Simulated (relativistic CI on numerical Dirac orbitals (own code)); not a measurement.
# Line list: Electric-dipole lines, Ag+

Computed by Dirac-Coulomb-Breit CI, orbitals from a KLI potential per configuration, model QED, valence Slater integrals scaled by 0.85, P86 correlation energy added to each configuration (own radial code, finite nucleus).

Configurations in the expansion (outside the closed core [Kr]): 4d10, 4d9.5s, 4d9.5p, 4d8.5s2, 4d9.6s, 4d9.5d, 4d9.6p, 4d9.7s, 4d9.4f, 4d8.5s.5p, 4d9.6d, 4d9.7p, 4d9.5f, 4d9.5g, 4d9.7d, 4d9.6f, 4d8.5s.6s. Levels of other configurations are missing.

| λ vac (nm) | Lower | Upper | A (s⁻¹) | gf | Branching (%) |
| --- | --- | --- | --- | --- | --- |
| 67.371 | 4d10 1S_0 [1] | 4d9.7p 3P°_1 [155] | 1.80e+08 | 3.67e-02 | 69.1 |
| 78.308 | 4d10 1S_0 [1] | 4d9.6p 3P°_1 [51] | 3.05e+08 | 8.41e-02 | 83.2 |
| 79.518 | 4d9.5s 1D_2 [5] | 4d8.5s.5p 1D°_2 [270] | 7.79e+08 | 3.69e-01 | n/a |
| 81.889 | 4d9.5s 3D_3 [2] | 4d8.5s.5p 3F°_3 [263] | 2.80e+08 | 1.97e-01 | 12.0 |
| 82.374 | 4d9.5s 3D_2 [3] | 4d8.5s.5p 3F°_2 [265] | 5.17e+08 | 2.63e-01 | 17.4 |
| 82.582 | 4d9.5s 1D_2 [5] | 4d8.5s.5p 3P°_2 [266] | 1.70e+08 | 8.68e-02 | 4.9 |
| 83.014 | 4d9.5s 3D_2 [3] | 4d8.5s.5p 3F°_3 [263] | 3.16e+08 | 2.28e-01 | 13.5 |
| 83.714 | 4d9.5s 3D_3 [2] | 4d8.5s.5p 3G°_4 [252] | 2.78e+08 | 2.63e-01 | 13.6 |
| 84.269 | 4d9.5s 3D_1 [4] | 4d8.5s.5p 3F°_2 [265] | 3.72e+08 | 1.98e-01 | 12.5 |
| 84.946 | 4d9.5s 3D_3 [2] | 4d8.5s.5p 3F°_4 [249] | 4.69e+08 | 4.57e-01 | 24.0 |
| 88.386 | 4d9.5s 3D_3 [2] | 4d8.5s.5p 3F°_2 [203] | 3.05e+08 | 1.79e-01 | 35.5 |
| 88.969 | 4d9.5s 3D_3 [2] | 4d8.5s.5p 3P°_2 [200] | 6.78e+08 | 4.02e-01 | 45.9 |
| 89.412 | 4d9.5s 3D_3 [2] | 4d8.5s.5p 3F°_4 [199] | 3.62e+08 | 3.90e-01 | 89.3 |
| 89.872 | 4d9.5s 3D_3 [2] | 4d9.5f 3F°_4 [173] | 3.37e+07 | 3.67e-02 | n/a |
| 89.940 | 4d9.5s 3D_2 [3] | 4d8.5s.5p 3P°_1 [201] | 9.83e+08 | 3.58e-01 | 62.6 |
| 90.298 | 4d9.5s 3D_2 [3] | 4d8.5s.5p 3P°_2 [200] | 2.69e+08 | 1.65e-01 | 18.3 |
| 91.390 | 4d9.5s 3D_2 [3] | 4d8.5s.5p 3F°_3 [165] | 2.95e+08 | 2.59e-01 | 59.9 |
| 91.654 | 4d9.5s 3D_1 [4] | 4d8.5s.5p 3P°_0 [205] | 1.58e+09 | 1.99e-01 | 99.5 |
| 91.950 | 4d9.5s 3D_1 [4] | 4d8.5s.5p 3F°_2 [203] | 5.39e+08 | 3.42e-01 | 62.8 |
| 123.41 | 4d10 1S_0 [1] | 4d9.5p 3P°_1 [8] | 5.11e+07 | 3.50e-02 | 13.8 |

Terms are leading LS components. Brackets give the number of a level in order of energy, since labels repeat. The list gives strong lines, with weight on those to low levels, without lines whose two gauges differ by over a factor of 2.5, among the lowest 270 of 314 levels, so that lines to higher ones, which can be the strongest, are missing, and without lines across small gaps between configurations, and without 261 lines that miss the measured interval by over 3.5 %, start from a term whose rates miss tabulated ones by over 60 %, have gauges far apart or, lacking measured levels, span too small a gap for the errors found; lines with a level outside our table were not tested and can miss by more. Levels whose partners in the same complex of configurations lie outside the list can be far off, and so can their lines. Rates are taken at the computed energies, electric ones in the length gauge.

For a near-neutral ion this model can misplace configurations by up to about 10,000 cm⁻¹ (more where the count of f electrons changes) and terms by 10 to 25 % of their spread. Rates follow the energies as ν³ (E1, M1) or ν⁵ (E2), so they and the lifetimes can be off by large factors. The fine structure of a lone outer electron comes out too small, for d and f at times inverted, and misplaced configurations move strength between like terms. 14 of the 16 excited levels that our extract of the measured tables holds in this range could be paired (the sources list more); they are missed by 1902 cm⁻¹ on average and 2845 at most, and levels without a partner can miss by more.

LS names give the leading component of a level, which can be under half, so a name can repeat, a term be missing and a line seem to break the LS rules.
